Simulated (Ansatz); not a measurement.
`N[SiH2][AlH2]` + CH₃NH₂ → `CN[SiH2]N` + `[AlH3]` at 700 K and 1 bar (cleavage of the Si–Al bond).

Program: Ansatz. Geometries: PBE0-D4/def2-TZVP. ΔE: electronic, gas phase. CBS: MP2 limit from def2 TZ/QZ plus the TZ coupled-cluster correction, frozen cores. This one scheme is used for every species. Each species was taken in one conformer, which may not be the lowest.

| species | CCSD(T)/CBS energy (Eh) | H − E (kJ/mol) | S (J/(mol·K)) |
| --- | --- | --- | --- |
| `N[SiH2][AlH2]` | -589.40062 | 218.9 | 436.7 |
| CH₃NH₂ | -95.75281 | 207.6 | 296.6 |
| `CN[SiH2]N` | -441.39942 | 336.5 | 451.1 |
| `[AlH3]` | -243.78045 | 80.2 | 251.4 |

H − E and S are ideal-gas, rigid-rotor, harmonic terms from PBE0-D4/def2-TZVP, for one conformer and one mirror image of each species. 1 Eh = 2625.50 kJ/mol, R = 8.31446 J/(mol·K).

By hand: ΔE, ΔH, ΔS and ΔG.

ΔE = (-441.39942) + (-243.78045) − (-589.40062) − (-95.75281) = -0.02644 Eh = -69.4 kJ/mol. Δ(H − E) = 336.5 + 80.2 − 218.9 − 207.6 = -9.8, so ΔH = -79.2 kJ/mol. ΔS = 451.1 + 251.4 − 436.7 − 296.6 = -30.8 J/(mol·K). ΔG = -79.2 − 700 × (-30.8)/1000 = -57.6 kJ/mol.

By hand: the equilibrium constant, and the temperature at which ΔG would vanish if ΔH and ΔS stayed fixed.

log₁₀ K = −ΔG/(RT ln 10) = 4.3. ΔG = 0 at ΔH/ΔS = 2571 K, far beyond where these terms or the molecules hold.

ΔH outweighs TΔS. A doubt of 5 kJ/mol in ΔE shifts log₁₀ K by 0.4 here. Other conformers and mirror images would add mixing entropy, several J/(mol·K) or more a flexible species. These are equilibria of isolated gas molecules and say nothing of rates. Largest T1 diagnostic: 0.011 (customary marks: 0.02 for closed shells, 0.045 for open ones).
